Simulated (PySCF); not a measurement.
**Excitation energy of C⁺ by level of theory**

C⁺ [He] 2s2 2p1 (2P) → C⁺ [He] 2s1 2p1 3d1 (high-spin determinant), as a difference of total energies. All numbers are calculated (PySCF 2.14, scalar relativity by spin-free X2C-1e, in aug-cc-pVTZ-DK). Correlated levels: valence: 1s2 frozen. The calculations carry no spin-orbit coupling.

| method | excitation energy (eV) |
| --- | --- |
| UHF | 23.066 |
| MP2 (valence) | 24.234 |
| SCS-MP2 (valence) | 24.576 |
| CCSD (valence) | 24.723 |
| CCSD(T) (valence) | 24.733 |

Problem. How much does correlation contribute at CCSD(T) (valence)?

Solution. 24.733 − (23.066) = 1.667 eV, measured against UHF.

The upper state lies above the first ionisation limit, but in LS coupling its spin forbids autoionisation to the ground ion. A Rydberg-like electron needs more diffuse functions than a valence basis has.

The promoted electron is Rydberg-like, and one or two diffuse shells describe it only roughly, which tends to raise the upper state.

The coupled-cluster amplitudes are large for the upper state (T1 above 0.03 or a double amplitude above 0.15), so a single reference is strained.

The determinant of the upper state mixes LS terms, which raises its energy above the lowest term, most at the Hartree-Fock and MP2 levels.
